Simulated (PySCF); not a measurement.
RbF, SMILES [Rb][F]. The structure is a stationary point at PBE-D3(BJ)/def2-TZVPD. The def2 effective core potentials stand for the cores of Rb; spin–orbit coupling is left out.

Level of theory: PBE-D3(BJ)/def2-TZVPD run with PySCF.

Harmonic wavenumbers (cm⁻¹): 348. Rotational constants (GHz): 5.794 (linear); symmetry number 1.

Task: Work out the zero-point energy and the ideal-gas rigid-rotor harmonic-oscillator thermochemistry at 298.15 K and 1 atm.

Result: ZPE = ½ Σ hcν = ½ × 348 cm⁻¹ = 0.50 kcal/mol. H − E(el) = 2.80 kcal/mol. Entropy in cal/(mol K): translation 39.85, rotation 15.85, vibration 1.18, total 56.88. G − E(el) = -14.16 kcal/mol. Cp = 8.53 cal/(mol K).
